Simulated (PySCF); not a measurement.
Numbering as in the mapped SMILES `[O:1]=[C:2]1[CH2:3][C@@H:4]([O:5][CH:6]([F:7])[F:8])[O:9]1` (H(Xn): hydrogen on atom n). Ha(C3) is cis to O5 on the ring; Hb(C3) is trans to O5 on the ring.

Non-relativistic, a single conformation, in vacuum. Coordinates at the GFN2-xTB level; σ from GIAO-PBE0/pcSseg-1; PySCF 2.14.

Referencing at the same level of theory: ¹³C (186.93 ppm), ¹H (31.72 ppm) vs TMS; ¹⁷O (336.08 ppm) against H2O; CFCl3 for ¹⁹F (170.95 ppm).

```
 atoms  nucleus  count  δ (ppm)
    O9      ¹⁷O      1    322.6
 H(C6)       ¹H      1     6.70
    F7      ¹⁹F      1        ?
    C4      ¹³C      1        ?
    O1      ¹⁷O      1    445.6
Hb(C3)       ¹H      1     3.64
    C2      ¹³C      1        ?
 H(C4)       ¹H      1     5.90
Ha(C3)       ¹H      1     3.57
    O5      ¹⁷O      1    158.2
    C3      ¹³C      1     49.6
    C6      ¹³C      1    122.7
    F8      ¹⁹F      1        ?
```

Estimate the values marked ?.

Answers


- C2: 168.0 ppm, ester carbonyl carbon; it is a carbonyl in resonance with an O or N lone pair, the region of acids, esters and amides
- C4: 90.7 ppm, sp3 carbon bearing two oxygens; 2 electronegative neighbours deshield it
- F7: -107.0 ppm, fluorine of a CF2 group
- F8: -109.3 ppm, fluorine of a CF2 group

Shifts are as computed. Against solution values, carbons near 30 ppm lie about +3 ppm off and those near 130 ppm about +5 ppm. Of 1211 compounds with measured shifts, 218 miss one by over three times the rms of a fit or turn the order of signals round; such compounds aren't used in these exercises. Unscaled 19F shifts against computed CFCl3 carry errors that often reach 10 to 50 ppm. Unscaled 17O shifts of doubly bonded oxygen tend to come out too high, by tens of ppm or more. Experimental scales use liquid or dissolved standards, which lie at an offset from isolated H2O (liquid H2O: subtract about 36 ppm).
